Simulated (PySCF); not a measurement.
Cd(Br)(SMe) (CH₃BrCdS), SMILES C[S][Cd][Br].

Geometry optimised at B3LYP-D3(BJ)/def2-SVP. The structure was generated by enumeration; whether it is a known compound was not checked. The def2 effective core potentials stand for the cores of Cd; spin–orbit coupling is left out. The values are those of a single conformer.

Two levels are set side by side: TDDFT-PBE/def2-SVPD (PySCF) and TDDFT-LC-ωPBE/def2-SVPD (PySCF). Vertical, same geometry. The lowest singlet is HOMO→LUMO 100 % with PBE and HOMO→LUMO 93 % with the other functional; states are paired by order. Differences are taken from unrounded values.

```tsv
quantity	TDDFT-PBE
lowest singlet excitation (eV)	3.24
lowest triplet excitation (TDA) (eV)	2.91
first bright state (f over 0.05) (eV)	5.57
its oscillator strength	0.21
```

Task: These are the TDDFT-PBE values. What does TDDFT-LC-ωPBE give? (Estimate from the structure and the level; the computed values follow.)

Result: 
| quantity | TDDFT-LC-ωPBE | TDDFT-PBE minus TDDFT-LC-ωPBE |
|---|---|---|
| lowest singlet excitation (eV) | 4.53 | -1.29 |
| lowest triplet excitation (TDA) (eV) | 4.13 | -1.22 |
| first bright state (f over 0.05) (eV) | 5.94 | -0.37 |
| its oscillator strength | 0.07 | 0.14 |

Functionals without exact exchange tend to place singlet excitations lower, as here. Differences between two approximate levels are no errors against the true value.

Rough cost on one machine, each run with all the roots and properties that it gave: TDDFT-LC-ωPBE against TDDFT-PBE about 5 times.
